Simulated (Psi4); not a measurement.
Pair of molecules, SMILES N with SMILES O=S=O (the first has 4 atoms); geometry from B3LYP-D3(BJ)/def2-TZVP, rigid monomers moved along the line of their centres of mass till N1···S6 is 3.66 Å.
(charge 0, multiplicity 1):
```xyz
7

N      0.01650     0.00068     0.62235
H     -0.30499    -0.92670     0.36976
H     -0.77808     0.63016     0.63148
H      0.67795     0.32053    -0.07512
O     -0.10605     0.86610     4.59216
S      0.75594    -0.22417     4.20002
O      0.24459    -1.56467     4.36426
```

Calculation: SAPT0/jun-cc-pV(D+d)Z (Psi4).

Question: Give the four SAPT terms and the total, and say what mostly holds the pair together.

Answer: electrostatics -173.7, exchange 43.4, induction -22.2, dispersion -23.9, total -176.3 meV; the largest attraction is electrostatics.
